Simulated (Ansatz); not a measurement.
Mulliken charges of BrF$_{2}$H$_{2}$InOSi (`F[Si](F)(Br)[O][InH2]`) from ωB97M-V/def2-TZVPP in Ansatz (PBE0-D4/def2-TZVP geometry).

```tsv
atom	x (Å)	y (Å)	z (Å)	charge (e)
F1	-2.681	-0.207	-0.051	-0.284
Si2	-1.189	-0.720	-0.003	0.818
F3	-1.199	-2.006	0.917	-0.289
Br4	-0.668	-1.392	-2.039	-0.209
O5	-0.206	0.390	0.535	-0.545
In6	1.637	1.161	0.254	0.604
H7	2.556	0.201	-0.801	-0.039
H8	1.748	2.574	1.188	-0.057
```

Question: By hand: the dipole of these point charges (1 e Å = 4.8032 D).

Answer: Σ q r = (1.177, 0.675, -0.001) e Å, of length 1.357 e Å = 6.52 D.

Question: How does the dipole of the full density compare? (Estimate.)

Answer: The calculation gave: (0.842, 0.511, 0.039) e Å, 4.73 D; the point charges give 1.38 times that, at 3° from its direction.

Point charges leave out the atoms' own dipoles, such as those of lone pairs, and Mulliken's split depends on the basis, so the two needn't agree.
